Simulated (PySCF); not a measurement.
Cl4HSi2, SMILES Cl[Si](Cl)[SiH](Cl)Cl (connectivity only; charge and spin as stated), charge +1, multiplicity 1.

The structure is a stationary point at B3LYP-D3(BJ)/def2-SVP. The spin state was assumed, not searched. The isomer is the one that the SMILES or the coordinates give; other isomers of the formula were not compared. One conformer was computed; it need not be the lowest.

Level of theory: TDDFT-PBE/def2-SVPD in PySCF 2.14.0.

Vertical excitations. 

```json
[
 {"state": "S1", "energy (eV)": "3.49", "λ (nm)": "355", "f": "0.010", "main pairs": "HOMO→LUMO 93 %"},
 {"state": "S2", "energy (eV)": "3.65", "λ (nm)": "339", "f": "0.003", "main pairs": "HOMO−1→LUMO 99 %"},
 {"state": "S3", "energy (eV)": "3.98", "λ (nm)": "311", "f": "0.003", "main pairs": "HOMO−3→LUMO 89 %"},
 {"state": "S4", "energy (eV)": "4.08", "λ (nm)": "304", "f": "0.028", "main pairs": "HOMO−2→LUMO 81 %"},
 {"state": "S5", "energy (eV)": "4.43", "λ (nm)": "280", "f": "0.002", "main pairs": "HOMO−4→LUMO 99 %"},
 {"state": "S6", "energy (eV)": "4.86", "λ (nm)": "255", "f": "0.001", "main pairs": "HOMO−6→LUMO 93 %"},
 {"state": "S7", "energy (eV)": "5.11", "λ (nm)": "243", "f": "0.111", "main pairs": "HOMO→LUMO+1 81 %"},
 {"state": "S8", "energy (eV)": "5.12", "λ (nm)": "242", "f": "0.005", "main pairs": "HOMO−1→LUMO+1 95 %"},
 {"state": "S9", "energy (eV)": "5.23", "λ (nm)": "237", "f": "0.039", "main pairs": "HOMO−5→LUMO 84 %"},
 {"state": "S10", "energy (eV)": "5.46", "λ (nm)": "227", "f": "0.004", "main pairs": "HOMO−2→LUMO+1 90 %"},
 {"state": "T1", "energy (eV)": "2.96", "λ (nm)": "420", "f": "0", "main pairs": "HOMO→LUMO 98 %"},
 {"state": "T2", "energy (eV)": "3.57", "λ (nm)": "347", "f": "0", "main pairs": "HOMO−1→LUMO 100 %"},
 {"state": "T3", "energy (eV)": "3.84", "λ (nm)": "323", "f": "0", "main pairs": "HOMO−2→LUMO 99 %"},
 {"state": "T4", "energy (eV)": "3.88", "λ (nm)": "319", "f": "0", "main pairs": "HOMO−3→LUMO 99 %"}
]
```
Triplets are in the Tamm–Dancoff approximation, which puts them higher than full response would, so one can lie above its singlet here.
